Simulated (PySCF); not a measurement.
CrH2O4, multiplicity 1. Atoms are numbered in the order given.

```xyz
7

Cr     0.0000     0.0000     0.0482
O      0.0000     1.2478     0.9687
O      0.0000    -1.2478     0.9687
O     -1.4043     0.0000    -0.9644
H     -2.3078     0.0000    -0.6137
O      1.4043     0.0000    -0.9644
H      2.3078     0.0000    -0.6137
```
Charge 0, spin multiplicity 1.

Coordinates come from a B3LYP-D3(BJ)/def2-SVP optimisation. The geometry has at least one imaginary mode, so it is a saddle point at that level. The spin state was assumed, not searched. Other conformers were not sampled.

Computed with PBE/def2-TZVP (PySCF).

Gas-phase values at a fixed geometry.

```json
{
 "total_energy": "-1346.31375 hartree",
 "point_group": "C2v",
 "highest_occupied_level": "-7.51 eV",
 "lowest_empty_level": "-4.67 eV",
 "orbital_gap": "2.84 eV",
 "dipole_moment": "0.076 e·Å",
 "quadrupole, principal values (traceless, Buckingham form, about the centre of nuclear charge)": "-9.00, -7.40, 16.40 D·Å",
 "mean_static_polarisability": "46.6 bohr³ (6.90 Å³)",
 "polarisability_principal_values": "44.0, 44.7, 51.0 bohr³"
}
```
